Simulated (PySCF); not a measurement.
Geometry:
| atom | x (Å) | y (Å) | z (Å) |
| --- | --- | --- | --- |
| C1 | 3.489 | 0.375 | -0.042 |
| C2 | 2.196 | 0.138 | -0.286 |
| C3 | 1.720 | -0.636 | -1.475 |
| C4 | 1.121 | 0.657 | 0.641 |
| N5 | 0.223 | -0.373 | 1.123 |
| C6 | 0.853 | -1.397 | 1.919 |
| Si7 | -1.481 | -0.043 | 1.204 |
| N8 | -2.078 | 0.458 | -0.342 |
| C9 | -2.885 | 1.630 | -0.552 |
| C10 | -2.010 | -0.427 | -1.476 |
| H11 | 4.273 | 0.030 | -0.721 |
| H12 | 3.805 | 0.932 | 0.846 |
| H13 | 1.164 | -1.531 | -1.154 |
| H14 | 2.554 | -0.951 | -2.118 |
| H15 | 1.019 | -0.037 | -2.078 |
| H16 | 0.515 | 1.397 | 0.085 |
| H17 | 1.604 | 1.198 | 1.480 |
| H18 | 1.328 | -0.994 | 2.836 |
| H19 | 0.111 | -2.148 | 2.228 |
| H20 | 1.644 | -1.918 | 1.351 |
| H21 | -2.069 | -1.321 | 1.720 |
| H22 | -1.862 | 1.087 | 2.114 |
| H23 | -3.940 | 1.382 | -0.785 |
| H24 | -2.885 | 2.266 | 0.345 |
| H25 | -2.502 | 2.238 | -1.394 |
| H26 | -1.581 | 0.079 | -2.362 |
| H27 | -3.007 | -0.812 | -1.769 |
| H28 | -1.367 | -1.292 | -1.253 |

Geometry: PBE0-D3(BJ)/def2-SVP; GIAO shifts from PySCF 2.14, gas phase, non-relativistic, averaged over equivalent atoms.

At HF/pcSseg-1 (267 basis functions, 33 s wall time on 1 thread of an Arm Neoverse V2, shared host):
```
                  atoms  δ (ppm)
                     C2    155.0
                     C1    119.7
                     C4     49.9
                 C9/C10     35.6
                     C6     30.3
                     C3     20.7
                     N5     13.2
                     N8      4.1
                    Si7    -21.6
                    H12     5.11
                    H11     5.08
                H21/H22     4.07
                H16/H17     2.88
H23/H24/H25/H26/H27/H28     2.38
            H18/H19/H20     2.14
            H13/H14/H15     1.73
```

δ = σ(ref) − σ, references computed at the same level: TMS for ¹³C (190.85 ppm) and ²⁹Si (393.43 ppm) and ¹H (31.69 ppm); ¹⁵N (265.72 ppm) vs NH3.

Q: What do these become at PBE0/pcSseg-1?

A: 
```csv
atoms,δ at PBE0/pcSseg-1,change
C2,154.7,-0.3
C1,120.9,+1.2
C4,57.1,+7.2
C9/C10,39.5,+3.9
C6,33.6,+3.3
C3,22.8,+2.1
N5,39.5,+26.3
N8,28.1,+24.0
Si7,-18.7,+2.9
H12,5.26,+0.15
H11,5.17,+0.09
H21/H22,4.68,+0.61
H16/H17,3.17,+0.29
H23/H24/H25/H26/H27/H28,2.56,+0.18
H18/H19/H20,2.30,+0.16
H13/H14/H15,1.74,+0.01
```

Referencing at the same level of theory: ¹³C (σ = 184.41 ppm) and ²⁹Si (σ = 351.99 ppm) and ¹H (σ = 31.27 ppm) against TMS; ¹⁵N (σ = 265.67 ppm) against NH3.

The largest change is at N5 (nitrogen bonded to 2 C, Si). Cost: 267 basis functions, 61 s wall time on 1 thread of an Arm Neoverse V2, shared host. The order of the carbon signals is the same at both levels.

Experimental scales use liquid or dissolved standards, which lie at an offset from isolated NH3 (liquid NH3: subtract about 20 ppm).
